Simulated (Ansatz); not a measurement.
Gas-phase electronic energies from Ansatz, PBE0-D4/def2-TZVP geometries. CBS: MP2 limit from def2 TZ/QZ plus the TZ coupled-cluster correction, frozen cores. Functionals use def2-TZVPP. HSE06 is defined as in plane-wave codes. For Ga, Zn outer-core shells are correlated without core-valence functions, which leaves a few kJ/mol of doubt a bond. Scalar relativity is left out up to krypton. One conformer a species, not always the lowest.

Reaction (redistribution): `[NH2][GaH][OH]` + `[CH3][ZnH]` → `[NH2][GaH2]` + `O[CH2][ZnH]`

`[NH2][GaH][OH]`:

Z-matrix (Å, degrees):
```
N
Ga 1 1.813
H 1 1.005 2 123.2
H 1 1.005 2 124.9 3 180.0
O 2 1.789 1 117.7 3 -180.0
H 2 1.547 1 124.0 3 0.0
H 5 0.959 2 114.5 1 0.0
```

`[CH3][ZnH]`:

```xyz
6

C    -0.077   -0.285   -0.644
Zn    0.133    0.496    1.121
H     0.426   -1.254   -0.707
H    -1.132   -0.439   -0.882
H     0.349    0.364   -1.414
H     0.300    1.118    2.525
```

`[NH2][GaH2]`:

Z-matrix (Å, degrees):
```
N
Ga 1 1.813
H 1 1.006 2 124.1
H 1 1.006 2 124.0 3 -180.0
H 2 1.561 1 116.7 3 -180.0
H 2 1.561 1 116.7 3 0.0
```

`O[CH2][ZnH]`:

```xyz
7

O     0.539    0.178    1.396
C     0.296    0.546    0.032
Zn   -0.977   -0.663   -0.872
H     1.041   -0.638    1.404
H     1.240    0.670   -0.514
H    -0.150    1.544    0.075
H    -1.989   -1.637   -1.521
```

Problem. Is it downhill or uphill in electronic energy at CCSD(T)/CBS, and by how much? (An estimate is asked.)

Solution. Computed: Uphill: ΔE = +190.4 kJ/mol.

Problem. What do these levels give: B97M-V, HSE06-D4, ωB97M-V, BLYP, PBE0, CAM-B3LYP? (An estimate is asked.)

Solution. The calculation gave: B97M-V 176.4, HSE06-D4 177.5, ωB97M-V 181.5, BLYP 172.7, PBE0 177.3, CAM-B3LYP 180.9 kJ/mol.

Largest T1 diagnostic among the species: 0.014.

Leaving LDA and LC-ωPBE aside and taking each functional with its dispersion term where it has one, the values, not all of them listed here, spread over 20.7 kJ/mol, from revPBE-D4 to PBE-QIDH. From PBE to PBE0 (25 % exact exchange), in def2-TZVPP and without D4, ΔE moves by +5.9 kJ/mol.
